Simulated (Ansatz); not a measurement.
`CCCCCCCCC` at its PBE0-D4/def2-TZVP geometry, where that method's forces vanish. Total charge 0; spin multiplicity 1.

| atom | x (Å) | y (Å) | z (Å) |
| --- | --- | --- | --- |
| C1 | 1.1567 | 1.9324 | 2.9874 |
| C2 | 1.1770 | 0.4440 | 2.6804 |
| C3 | -0.2076 | -0.1878 | 2.5949 |
| C4 | -1.1223 | 0.4014 | 1.5246 |
| C5 | -0.5637 | 0.3794 | 0.1064 |
| C6 | -0.2500 | -1.0144 | -0.4161 |
| C7 | 0.2946 | -1.0397 | -1.8382 |
| C8 | -0.6926 | -0.5900 | -2.9048 |
| C9 | -0.1305 | -0.7110 | -4.3107 |
| H10 | 0.6745 | 2.5045 | 2.1910 |
| H11 | 0.6109 | 2.1349 | 3.9138 |
| H12 | 2.1688 | 2.3263 | 3.1059 |
| H13 | 1.7489 | -0.0765 | 3.4558 |
| H14 | 1.7210 | 0.2717 | 1.7451 |
| H15 | -0.7035 | -0.0862 | 3.5674 |
| H16 | -0.0960 | -1.2643 | 2.4293 |
| H17 | -2.0718 | -0.1463 | 1.5400 |
| H18 | -1.3719 | 1.4344 | 1.7888 |
| H19 | -1.2891 | 0.8646 | -0.5540 |
| H20 | 0.3442 | 0.9929 | 0.0528 |
| H21 | 0.4792 | -1.4935 | 0.2452 |
| H22 | -1.1565 | -1.6318 | -0.3637 |
| H23 | 0.6239 | -2.0582 | -2.0756 |
| H24 | 1.1943 | -0.4130 | -1.8926 |
| H25 | -0.9922 | 0.4471 | -2.7236 |
| H26 | -1.6071 | -1.1894 | -2.8204 |
| H27 | 0.1432 | -1.7453 | -4.5377 |
| H28 | 0.7698 | -0.1009 | -4.4278 |
| H29 | -0.8520 | -0.3851 | -5.0635 |

Problem. For each bond, give half the difference of the two atoms' forces along it (eV/Å; positive pushes the atoms apart) under PBE-D4, r2SCAN-D4, B3LYP-D4, ωB97M-V in def2-TZVPP. (An estimate is asked.)

Solution. The calculation gave: 
```
  bond  length (Å)  PBE-D4  r2SCAN-D4  B3LYP-D4  ωB97M-V
 C1–C2       1.520    0.01       0.11      0.19     0.18
C1–H11       1.094    0.11      -0.03     -0.06    -0.07
C1–H12       1.092    0.09      -0.04     -0.08    -0.08
 C2–C3       1.524    0.01       0.08      0.14     0.12
C2–H14       1.096    0.11      -0.04     -0.11    -0.11
 C3–C4       1.526    0.01       0.08      0.15     0.12
C3–H15       1.096    0.10      -0.04     -0.11    -0.10
C4–H18       1.095    0.10      -0.05     -0.12    -0.11
C5–H20       1.097    0.12      -0.04     -0.11    -0.10
C6–H22       1.098    0.12      -0.03     -0.09    -0.10
C7–H24       1.098    0.12      -0.04     -0.09    -0.10
C8–H25       1.095    0.12      -0.05     -0.11    -0.11
C8–H26       1.097    0.11      -0.04     -0.09    -0.11
C9–H29       1.093    0.09      -0.04     -0.08    -0.08
```

B3LYP here is the variant with VWN-RPA as its local correlation; programs differ in this.

Results of the Gaussian-basis code of Ansatz.
